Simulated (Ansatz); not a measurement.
## Ansatz (development build ahead of 0.2.0) run

```yaml
crystal:
  periodic: [false, false, false]
  atoms:
    - { symbol: Be, position_ang: [0.0, 0.0, -0.93402] }
    - { symbol: S, position_ang: [0.0, 0.0, 0.93402] }
basis:
  gaussian: { orbitals: def2-SVP }
total_charge: 1
magnetization:
  initial_magnetization: 1
hamiltonian:
  xc: hf
correlation:
  method: ccsd_t
  frozen_orbitals: { Be: 0, S: 5 }
scf:
  omitted_lower_state_checks: [stability, starts, atomic_configurations, cluster_reference, orbital_swaps, given_window_search, neighbouring_geometries, increment]
```

The input is written out in the form of the current development build from the run's settings. Correlation on restricted open-shell orbitals is semicanonical, with singles.

Results

```json
{"Converged": "yes", "Reference energy": "-411.68889 hartree", "Correlation energy": "-0.14254 hartree", "Total energy": "-411.83143 hartree"}
```
